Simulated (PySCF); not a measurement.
## Electron correlation in Xe (xenon, neutral)

[Xe], closed-shell 1S. All numbers are calculated (PySCF 2.14, the spin-free X2C one-electron Hamiltonian (Gaussian nucleus), in x2c-TZVPPall (8s6p4d2f, 60 functions)). Frozen: [Kr] 4d10; 8 electrons correlated.

| level | correlation energy (mhartree) |
| --- | --- |
| CCSD | -146.80 |
| (T) | -4.14 |
| CCSD(T) | -150.94 |
| CCSDT | -151.30 |

Diagnostics: T1 = 0.0036, D1 = 0.0073, largest double amplitude 0.046.

Cost of the coupled-cluster step: about 0.21 core-seconds, for 8 correlated electrons.

Iterations:

```
CC2 = 0
CCSD nocc = 4, nmo = 37
frozen orbitals [0, 1, 2, 3, 4, 5, 6, 7, 8, 9, 10, 11, 12, 13, 14, 15, 16, 17, 18, 19, 20, 21, 22]
max_cycle = 100
direct = 0
conv_tol = 1e-08
conv_tol_normt = 1e-06
diis_space = 8
diis_start_cycle = 0
Init t2, MP2 energy = -7443.59780096576  E_corr(MP2) -0.132610202319036
Init E_corr(CCSD) = -0.132610202327016
cycle = 1  E_corr(CCSD) = -0.143927624261107  dE = -0.0113174219  norm(t1,t2) = 0.0237451
cycle = 2  E_corr(CCSD) = -0.146156114017577  dE = -0.00222848976  norm(t1,t2) = 0.00620205
cycle = 3  E_corr(CCSD) = -0.146821754832337  dE = -0.000665640815  norm(t1,t2) = 0.0019037
cycle = 4  E_corr(CCSD) = -0.14680683523027  dE = 1.49196021e-05  norm(t1,t2) = 0.000186888
cycle = 5  E_corr(CCSD) = -0.146802184645649  dE = 4.65058462e-06  norm(t1,t2) = 3.13132e-05
cycle = 6  E_corr(CCSD) = -0.146802817416662  dE = -6.32771013e-07  norm(t1,t2) = 5.00517e-06
cycle = 7  E_corr(CCSD) = -0.146802851191106  dE = -3.37744445e-08  norm(t1,t2) = 7.77762e-07
cycle = 8  E_corr(CCSD) = -0.146802841761049  dE = 9.43005696e-09  norm(t1,t2) = 7.49222e-08
CCSD converged
E(CCSD) = -7443.611993605205  E_corr = -0.1468028417610494
CCSD(T) correction = -0.00414486717020239
```
